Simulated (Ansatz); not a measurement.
A short molecular-dynamics run on C3H9ClGeOSe (`C[O][Ge]([CH3])([Cl])[Se]C`).

```yaml
crystal:
  periodic: [false, false, false]
  atoms:
    - {symbol: C, position_ang: [-0.347566, -0.860801, -2.625835]}
    - {symbol: O, position_ang: [-0.520706, -1.380482, -1.323833]}
    - {symbol: Ge, position_ang: [0.046055, -0.490482, 0.087851]}
    - {symbol: C, position_ang: [-0.169891, -1.662122, 1.606428]}
    - {symbol: Cl, position_ang: [2.166697, -0.082479, -0.166322]}
    - {symbol: Se, position_ang: [-1.080069, 1.564230, 0.140693]}
    - {symbol: C, position_ang: [0.202707, 2.544282, 1.246121]}
    - {symbol: H, position_ang: [0.711510, -0.818847, -2.901353]}
    - {symbol: H, position_ang: [-0.863329, -1.529147, -3.317987]}
    - {symbol: H, position_ang: [-0.773089, 0.143874, -2.726616]}
    - {symbol: H, position_ang: [-1.224334, -1.919343, 1.708310]}
    - {symbol: H, position_ang: [0.417727, -2.565754, 1.443650]}
    - {symbol: H, position_ang: [0.172037, -1.162183, 2.512158]}
    - {symbol: H, position_ang: [1.192154, 2.490453, 0.798852]}
    - {symbol: H, position_ang: [0.214978, 2.152940, 2.260836]}
    - {symbol: H, position_ang: [-0.144880, 3.575890, 1.257027]}
basis:
  gaussian: {orbitals: "6-31G*"}
hamiltonian: {xc: {name: r2SCAN}}
md: {timestep: 1 fs, n_steps: 30, ensemble: nvt_langevin, temperature: 300, initial_velocities: maxwell_boltzmann, friction: 0.01, seed: 963}
```

```sh
$ ansatz run in.yaml --threads 4 --pin off --events-out ev --progress --plain --max-ram 66560MiB --backend cpu
```

```tsv
step	time (fs)	potential energy (eV)	kinetic (eV)	T (K)	conserved (eV)
0	0.0	-139677.2696	0.5817	281	–
1	1.0	-139677.2425	0.5544	268	–
2	2.0	-139677.1802	0.4765	230	–
3	3.0	-139677.1380	0.4201	203	–
4	4.0	-139677.1264	0.4133	200	–
5	5.0	-139677.1158	0.3900	189	–
6	6.0	-139677.0842	0.3815	184	–
7	7.0	-139677.0556	0.3375	163	–
8	8.0	-139677.0741	0.3730	180	–
9	9.0	-139677.1295	0.4015	194	–
10	10.0	-139677.1634	0.4072	197	–
11	11.0	-139677.1468	0.3747	181	–
12	12.0	-139677.0998	0.3371	163	–
13	13.0	-139677.0614	0.2782	135	–
14	14.0	-139677.0477	0.2878	139	–
15	15.0	-139677.0444	0.2813	136	–
16	16.0	-139677.0285	0.2901	140	–
17	17.0	-139676.9950	0.2691	130	–
18	18.0	-139676.9767	0.2501	121	–
19	19.0	-139677.0109	0.2986	144	–
20	20.0	-139677.0621	0.3387	164	–
21	21.0	-139677.0847	0.3725	180	–
22	22.0	-139677.0766	0.3590	174	–
23	23.0	-139677.0656	0.3442	166	–
24	24.0	-139677.0650	0.3749	181	–
25	25.0	-139677.0654	0.3873	187	–
26	26.0	-139677.0397	0.3697	179	–
27	27.0	-139676.9927	0.3203	155	–
28	28.0	-139676.9601	0.3053	148	–
29	29.0	-139676.9801	0.3590	174	–
30	30.0	-139677.0260	0.4313	209	–
```

Velocities are drawn at the set temperature; a run this short doesn't reach equilibrium.

Frames (Å, forces in eV/Å):

```xyz
16
time=0.0 fs
C    -0.348   -0.861   -2.626    0.075    0.193   -0.291
O    -0.521   -1.380   -1.324   -0.203   -0.436    0.137
Ge    0.046   -0.490    0.088   -0.145    0.078    0.170
C    -0.170   -1.662    1.606    0.018    0.014   -0.034
Cl    2.167   -0.082   -0.166    0.347    0.042   -0.021
Se   -1.080    1.564    0.141   -0.323   -0.011   -0.181
C     0.203    2.544    1.246    0.108    0.063    0.085
H     0.712   -0.819   -2.901    0.136   -0.005   -0.024
H    -0.863   -1.529   -3.318   -0.069   -0.100   -0.047
H    -0.773    0.144   -2.727   -0.060    0.117   -0.010
H    -1.224   -1.919    1.708   -0.132   -0.027    0.003
H     0.418   -2.566    1.444    0.077   -0.111   -0.026
H     0.172   -1.162    2.512    0.044    0.063    0.115
H     1.192    2.490    0.799    0.134    0.020   -0.039
H     0.215    2.153    2.261    0.020   -0.034    0.149
H    -0.145    3.576    1.257   -0.028    0.134    0.014
16
time=3.0 fs
C    -0.364   -0.848   -2.642    0.630    0.502    0.686
O    -0.526   -1.396   -1.338   -0.076   -0.154    0.413
Ge    0.042   -0.490    0.085   -0.170   -0.230   -0.071
C    -0.169   -1.646    1.624   -0.315   -0.372   -0.049
Cl    2.170   -0.071   -0.161    0.241   -0.007   -0.022
Se   -1.080    1.558    0.144   -0.314    0.255   -0.087
C     0.225    2.533    1.238    1.367   -0.907    0.321
H     0.705   -0.816   -2.902   -0.147   -0.008   -0.175
H    -0.906   -1.486   -3.306   -0.346   -0.566   -0.673
H    -0.780    0.160   -2.697   -0.038    0.234   -0.104
H    -1.235   -1.977    1.697    0.603    0.769    0.413
H     0.359   -2.573    1.424    0.492   -0.185   -0.154
H     0.297   -1.170    2.511   -0.720   -0.245   -0.262
H     1.240    2.458    0.762   -0.897    0.166    0.433
H     0.266    2.131    2.269    0.001   -0.001   -0.440
H    -0.083    3.556    1.317   -0.310    0.748   -0.227
16
time=6.0 fs
C    -0.374   -0.832   -2.654   -0.478   -0.080    0.450
O    -0.531   -1.414   -1.350    0.057    0.208    0.386
Ge    0.038   -0.490    0.081   -0.181   -0.505   -0.187
C    -0.170   -1.635    1.639    1.050   -1.335   -1.180
Cl    2.171   -0.060   -0.157    0.155   -0.047   -0.026
Se   -1.081    1.552    0.147   -0.242    0.475   -0.009
C     0.256    2.515    1.233   -0.478    0.713    0.912
H     0.684   -0.812   -2.909    0.178    0.020   -0.332
H    -0.954   -1.469   -3.340    0.281    0.127    0.030
H    -0.790    0.188   -2.680    0.105   -0.068   -0.101
H    -1.193   -1.974    1.715   -0.624    0.629    0.671
H     0.329   -2.602    1.390    0.231    0.625    0.013
H     0.357   -1.209    2.493   -0.562    0.062    0.298
H     1.222    2.442    0.767    0.479    0.083   -0.311
H     0.308    2.108    2.251   -0.045   -0.138   -0.176
H    -0.050    3.585    1.352    0.073   -0.771   -0.437
16
time=9.0 fs
C    -0.390   -0.815   -2.664    0.052   -0.742    0.297
O    -0.535   -1.431   -1.359    0.091    0.551    0.205
Ge    0.034   -0.489    0.078   -0.234   -0.610   -0.222
C    -0.169   -1.632    1.646    0.944   -1.161   -1.185
Cl    2.170   -0.046   -0.153    0.090   -0.108   -0.037
Se   -1.081    1.547    0.149   -0.149    0.617    0.007
C     0.284    2.502    1.229   -0.917    0.711    0.550
H     0.679   -0.822   -2.929   -0.192    0.151   -0.174
H    -0.958   -1.442   -3.384    0.281    0.270    0.392
H    -0.789    0.203   -2.677    0.018    0.121   -0.040
H    -1.199   -1.918    1.797   -0.529    0.391    0.393
H     0.324   -2.584    1.348    0.004    0.413    0.138
H     0.372   -1.255    2.509   -0.255    0.257    0.266
H     1.239    2.433    0.757    0.727   -0.003   -0.449
H     0.325    2.081    2.229    0.029   -0.198    0.189
H    -0.022    3.567    1.339    0.039   -0.658   -0.329
16
time=12.0 fs
C    -0.406   -0.800   -2.670    0.878   -0.614    0.375
O    -0.539   -1.442   -1.368    0.188    0.797    0.040
Ge    0.030   -0.490    0.075   -0.286   -0.560   -0.220
C    -0.164   -1.637    1.645   -0.730   -0.136    0.311
Cl    2.169   -0.034   -0.148    0.053   -0.179   -0.065
Se   -1.081    1.545    0.150   -0.047    0.634    0.034
C     0.307    2.493    1.227    0.958   -0.830   -0.541
H     0.664   -0.807   -2.978   -0.436    0.164    0.175
H    -0.950   -1.393   -3.408   -0.216   -0.144    0.187
H    -0.786    0.221   -2.677   -0.088    0.230    0.084
H    -1.241   -1.855    1.899    0.944    0.327   -0.424
H     0.312   -2.553    1.316    0.129   -0.556    0.096
H     0.351   -1.286    2.559   -0.135    0.144   -0.539
H     1.308    2.422    0.715   -1.024    0.039    0.539
H     0.337    2.060    2.228    0.133   -0.053    0.017
H     0.004    3.517    1.302   -0.321    0.735   -0.068
16
time=15.0 fs
C    -0.411   -0.788   -2.674    0.687   -0.036    0.708
O    -0.542   -1.449   -1.381    0.375    0.940    0.078
Ge    0.028   -0.491    0.071   -0.289   -0.631   -0.183
C    -0.165   -1.643    1.650   -0.224    0.031    0.001
Cl    2.167   -0.023   -0.144    0.032   -0.219   -0.090
Se   -1.081    1.543    0.152    0.052    0.619    0.030
C     0.333    2.480    1.221    0.128   -0.020   -0.397
H     0.630   -0.775   -3.021    0.178    0.032    0.289
H    -0.946   -1.353   -3.411   -0.695   -0.568   -0.243
H    -0.779    0.240   -2.673   -0.160    0.139    0.168
H    -1.220   -1.766    1.964    0.257   -0.223   -0.696
H     0.306   -2.563    1.284   -0.285   -0.291    0.436
H     0.323   -1.305    2.573    0.444    0.249   -0.463
H     1.320    2.413    0.714   -0.676    0.000    0.305
H     0.354    2.035    2.217    0.131    0.105    0.005
H     0.001    3.524    1.271    0.046   -0.127    0.052
16
time=18.0 fs
C    -0.411   -0.780   -2.675   -0.692   -0.039   -0.181
O    -0.543   -1.450   -1.395    0.541    0.942    0.218
Ge    0.024   -0.490    0.066   -0.208   -0.819   -0.153
C    -0.172   -1.646    1.654    0.904   -0.325   -1.179
Cl    2.167   -0.010   -0.142   -0.014   -0.245   -0.103
Se   -1.082    1.542    0.153    0.146    0.643    0.053
C     0.358    2.468    1.213   -1.738    0.521    0.427
H     0.613   -0.735   -3.045    0.426   -0.155    0.247
H    -0.997   -1.344   -3.435    0.147    0.135    0.620
H    -0.791    0.261   -2.655   -0.012   -0.323    0.136
H    -1.189   -1.687    1.988   -1.009   -0.492   -0.383
H     0.269   -2.601    1.278   -0.622    0.329    0.693
H     0.339   -1.305    2.540    0.875    0.365    0.069
H     1.300    2.400    0.733    0.905   -0.106   -0.615
H     0.377    2.011    2.205    0.082    0.198    0.026
H     0.009    3.524    1.258    0.269   -0.630    0.124
16
time=21.0 fs
C    -0.417   -0.772   -2.678   -0.423   -0.290   -0.210
O    -0.541   -1.443   -1.407    0.575    0.741    0.525
Ge    0.020   -0.490    0.060   -0.113   -0.988   -0.238
C    -0.176   -1.649    1.651    0.004    0.893    0.076
Cl    2.166    0.002   -0.139   -0.048   -0.286   -0.118
Se   -1.086    1.541    0.151    0.276    0.671    0.204
C     0.373    2.456    1.214   -0.217   -0.424   -0.495
H     0.622   -0.705   -3.042   -0.095   -0.219    0.215
H    -1.036   -1.329   -3.417    0.409    0.106    0.458
H    -0.820    0.242   -2.628   -0.064    0.240    0.026
H    -1.224   -1.647    1.988    0.145   -0.242   -0.381
H     0.172   -2.618    1.310   -0.035   -0.450    0.255
H     0.417   -1.274    2.513   -0.003   -0.183   -0.668
H     1.342    2.389    0.706   -0.293   -0.091   -0.003
H     0.416    2.013    2.205    0.015    0.059    0.145
H     0.047    3.484    1.245   -0.134    0.466    0.209
16
time=24.0 fs
C    -0.424   -0.765   -2.676    0.174    0.431    0.738
O    -0.533   -1.433   -1.420    0.571    0.398    1.172
Ge    0.015   -0.491    0.054   -0.013   -1.152   -0.401
C    -0.180   -1.645    1.645   -0.464    0.838   -0.174
Cl    2.162    0.012   -0.138   -0.050   -0.310   -0.124
Se   -1.089    1.541    0.150    0.353    0.679    0.349
C     0.381    2.441    1.212    0.429   -0.561   -0.604
H     0.615   -0.692   -3.029   -0.072   -0.143   -0.011
H    -1.047   -1.310   -3.350   -0.310   -0.627   -0.813
H    -0.848    0.231   -2.592    0.000    0.527   -0.158
H    -1.251   -1.622    1.948    0.649    0.085   -0.019
H     0.077   -2.654    1.357    0.286   -0.449   -0.007
H     0.489   -1.250    2.436   -0.402   -0.304   -0.307
H     1.358    2.385    0.680   -0.761   -0.217    0.337
H     0.443    2.030    2.225   -0.022    0.021   -0.181
H     0.090    3.471    1.233   -0.366    0.784    0.205
16
time=27.0 fs
C    -0.429   -0.757   -2.671   -0.919    0.576    0.134
O    -0.522   -1.418   -1.429    0.461    0.099    1.571
Ge    0.010   -0.494    0.049    0.093   -1.173   -0.554
C    -0.190   -1.633    1.636    0.740   -1.086   -1.368
Cl    2.156    0.018   -0.138   -0.039   -0.309   -0.112
Se   -1.091    1.542    0.148    0.356    0.640    0.471
C     0.389    2.423    1.207   -1.136    1.624   -0.118
H     0.600   -0.688   -3.016    0.241   -0.047   -0.258
H    -1.069   -1.338   -3.340    0.232    0.022   -0.382
H    -0.869    0.258   -2.578    0.259   -0.146   -0.345
H    -1.227   -1.589    1.903   -0.624    0.385    0.702
H     0.012   -2.721    1.419    0.182    1.075    0.008
H     0.534   -1.236    2.345   -0.273   -0.087    0.464
H     1.316    2.367    0.670    0.468   -0.316   -0.293
H     0.473    2.050    2.228   -0.092   -0.201   -0.018
H     0.109    3.516    1.235    0.051   -1.056    0.098
16
time=30.0 fs
C    -0.447   -0.746   -2.666   -0.425   -0.413   -1.284
O    -0.509   -1.403   -1.426    0.210   -0.028    1.195
Ge    0.006   -0.499    0.042    0.184   -0.834   -0.478
C    -0.198   -1.625    1.618   -0.114   -0.681   -0.815
Cl    2.148    0.024   -0.140    0.002   -0.324   -0.114
Se   -1.093    1.545    0.146    0.281    0.489    0.528
C     0.387    2.413    1.205   -0.798    0.863   -0.050
H     0.600   -0.681   -3.042   -0.489   -0.087    0.066
H    -1.086   -1.373   -3.368    0.821    0.802    0.524
H    -0.868    0.269   -2.607    0.009   -0.014   -0.164
H    -1.236   -1.505    1.924    0.008    0.243    0.484
H    -0.031   -2.714    1.478    0.162    0.613   -0.299
H     0.546   -1.229    2.293   -0.052    0.089    0.716
H     1.295    2.337    0.634    0.419   -0.186   -0.124
H     0.499    2.050    2.233   -0.130   -0.273   -0.212
H     0.112    3.479    1.247   -0.089   -0.257    0.026
```

Run time 5.5 min (4 threads of a server CPU on a shared host); peak host memory 1.6 GiB.
